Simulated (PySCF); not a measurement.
In(OH)(SH)2 (H₃InOS₂), SMILES [OH][In]([SH])[SH].

Coordinates come from a B3LYP-D3(BJ)/def2-SVP optimisation. The structure was generated by enumeration; whether it is a known compound was not checked. The def2 effective core potentials stand for the cores of In; spin–orbit coupling is left out. The values are those of a single conformer.

Calculation: IEF-PCM-M06-2X/def2-SVP (PySCF).

The values are the electrostatic part of the solvation free energy, E(continuum) − E(gas) at the gas-phase geometry, in a cavity of scaled van der Waals radii (PySCF's table); cavitation and dispersion terms are not included. A continuum can't describe solvent molecules that bind to the metal. In vacuum the orbital gap is 7.69 eV. The dipole moment in vacuum is 2.17 D.

Computed values in water (ε = 78.36), dimethylsulfoxide (ε = 46.83), benzene (ε = 2.27):
| solvent | ε | ΔG(elec) (kcal/mol) | dipole (D) | gap (eV) |
|---|---|---|---|---|
| water | 78.36 | -12.0 | 2.92 | 7.88 |
| dimethylsulfoxide | 46.83 | -11.8 | 2.91 | 7.88 |
| benzene | 2.27 | -5.1 | 2.46 | 7.77 |
